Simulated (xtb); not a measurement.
Te(OMe)(SiH3) (CH₆OSiTe), SMILES CO[Te][SiH3]. All values are semi-empirical tight-binding results from xtb (GFN2-xTB unless named), good for trends rather than for accurate numbers. The structure is a stationary point at GFN2-xTB. The structure was generated by enumeration, and PubChem lists no compound with its InChIKey, so it may never have been made. Other conformers were not sampled.

Optimised geometry:

Bonded distances (Å): Te1–O2 2.019, Te1–Si7 2.502, O2–C3 1.392, C3–H4 1.095, C3–H5 1.092, C3–H6 1.094, Si7–H8 1.466, Si7–H9 1.461, Si7–H10 1.459. Angles (°): O2–Te1–Si7 92.6, Te1–O2–C3 118.6, O2–C3–H4 112.2, O2–C3–H5 106.3, O2–C3–H6 112.3, H4–C3–H5 108.6, H4–C3–H6 108.8, H5–C3–H6 108.6, Te1–Si7–H8 111.6, Te1–Si7–H9 112.7, Te1–Si7–H10 104.7, H8–Si7–H9 108.2, H8–Si7–H10 109.1, H9–Si7–H10 110.5.
Charge 0, spin multiplicity 1.

- orbital gap = 3.28 eV
- zero-point energy = 40.2 kcal/mol
- G − E(el) at 298.15 K (modified RRHO) = 19.1 kcal/mol
- static polarisability (D4 model) = 87.4 bohr³
- solvation energy, GFN2-xTB/ALPB(water) = -3.0 kcal/mol
- solvation energy, GFN2-xTB/ALPB(acetonitrile) = -5.5 kcal/mol

Computed atomic charges and the Wiberg bond orders between heavy atoms:
charges (e) Te1 0.08, O2 -0.39, C3 0.07, H4 0.01, H5 0.04, H6 0.02, Si7 0.43, H8 -0.08, H9 -0.07, H10 -0.10. Bond orders Te1–O2 1.06, O2–C3 1.02, Te1–Si7 1.00.
